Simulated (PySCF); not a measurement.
C₃H₁₀N (SMILES CC[NH2+]C), charge +1, singlet, geometry from GFN2-xTB. Base run: DF-R2SCAN/STO-3G run with PySCF.

The PySCF input:
```python
from pyscf import gto, scf, dft

mol = gto.Mole()
mol.atom = '''
    C     1.21296475   -0.43505659    1.05745699
    C     0.49340484    0.73006851    0.40560672
    N    -0.22912828    0.30572748   -0.83364535
    C    -1.42679703   -0.52369353   -0.58580884
    H     1.90138003   -0.91149101    0.36319589
    H     1.79585188   -0.06458150    1.89576360
    H     0.52350240   -1.17871165    1.44533444
    H     1.21504360    1.49985744    0.12601840
    H    -0.23433377    1.16776361    1.09065133
    H     0.42852521   -0.22443572   -1.42056931
    H    -0.51217892    1.14132391   -1.35893829
    H    -2.12795182    0.01940297    0.04481675
    H    -1.91645003   -0.76834228   -1.52611082
    H    -1.14692605   -1.44878838   -0.08817373
'''
mol.basis = 'sto-3g'
mol.charge = 1
mol.verbose = 4
mol.build()

mf = dft.RKS(mol)
mf.xc = 'r2scan'
mf = mf.density_fit(auxbasis='def2-universal-jkfit')
mf.kernel()
```

Each row names what was changed in the base input (with any setting that the change needs).

```
change               basis functions      E (Eh)   HOMO (eV)  HOMO-LUMO gap (eV)  core-seconds (rough)
-------------------  ---------------  ----------  ----------  ------------------  --------------------
base                              30  -172.67285      -13.36               13.36                     7
basis = 6-31G                     56  (withheld)  (withheld)          (withheld)                    10
basis = LANL2DZ                   56  -174.71459      -13.81                9.68                    20
basis = pcseg-0                   56  -174.25483      -14.01                9.69                    10
basis = 6-31G*            (withheld)  (withheld)      -13.84          (withheld)                    20
basis = pc-1                     106  -174.69462      -13.91                9.16                    20
basis = cc-pVDZ                  106  (withheld)  (withheld)          (withheld)                    30
basis = def2-SVP                 106  (withheld)      -13.84          (withheld)                    20
basis = 6-311G**                 132  -174.78396      -13.86                9.15                    30
basis = 6-311++G**               158  -174.78471      -13.86                8.91                    40
basis = aug-pcseg-1              182  -174.70290      -13.86                8.92                    40
basis = cc-pVTZ                  260  -174.80116      -13.85                9.13                    80
basis = pcseg-2                  260  -174.80246      -13.85                9.01                    80
```

Task: Some entries are withheld; supply them.

Result: 
- basis = 6-31G, E (Eh): -174.68755
- basis = 6-31G, HOMO (eV): -13.82
- basis = 6-31G, HOMO-LUMO gap (eV): 9.54
- basis = 6-31G*, basis functions: 76
- basis = 6-31G*, E (Eh): -174.72543
- basis = 6-31G*, HOMO-LUMO gap (eV): 9.60
- basis = cc-pVDZ, E (Eh): -174.74263
- basis = cc-pVDZ, HOMO (eV): -13.80
- basis = cc-pVDZ, HOMO-LUMO gap (eV): 9.28
- basis = def2-SVP, E (Eh): -174.60505
- basis = def2-SVP, HOMO-LUMO gap (eV): 9.38

Totals compare only among sets that treat the same electrons; sets with core potentials leave the core out.
